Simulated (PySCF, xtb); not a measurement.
C₅H₇N, SMILES C#CC/C=N/C.

xtb with GFN2-xTB at its own geometry gives an orbital gap of 3.86 eV and a dipole moment of 1.17 D.

The structure is a stationary point at PBE-D3(BJ)/def2-SVP. The structure was generated by enumeration; whether it is a known compound was not checked. Other conformers were not sampled.

**Question.** What does PBE/def2-TZVP (PySCF) give? (The exact figures need the calculation; the answer reports its results.)

**Answer.** gap 4.51 eV (levels -5.99 and -1.48 eV), dipole 1.16 D.
